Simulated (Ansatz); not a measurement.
Input for Ansatz (a program for electronic structure): R-CCSD(T)/def2-TZVPP on CH4GeS (SMILES [CH3][Ge][SH]), a point of a torsion scan. The run froze 20 orbitals, filled d shells among them.

Ansatz 0.2 input:
```yaml
crystal:
  periodic: [false, false, false]
  atoms:
    - {symbol: C, position_ang: [-0.94154915, -0.10278351, 0.02472511]}
    - {symbol: Ge, position_ang: [0.18941221, 1.55886925, -0.25391188]}
    - {symbol: S, position_ang: [2.13422512, 0.50458552, 0.11527690]}
    - {symbol: H, position_ang: [-0.61772796, -0.91021591, -0.63176702]}
    - {symbol: H, position_ang: [-1.99631668, 0.09206090, -0.16945752]}
    - {symbol: H, position_ang: [-0.84789836, -0.45744640, 1.05156281]}
    - {symbol: H, position_ang: [2.90532362, 1.57156776, -0.06022078]}
basis:
  gaussian:
    orbitals: def2-TZVPP
magnetization: {spin_polarized: false}
correlation: {method: ccsd_t, electrons: outside_noble_gas}
scf: {lower_state_search: off}
```

### Question
Give the final energy of this run.

### Answer
-2513.6565 hartree (reference determinant -2513.1384, T1 diagnostic 0.014).

### Question
How many basis functions does it have, and what does it roughly cost on one machine?

### Answer
177 functions; about 26 core-seconds (a rough figure).
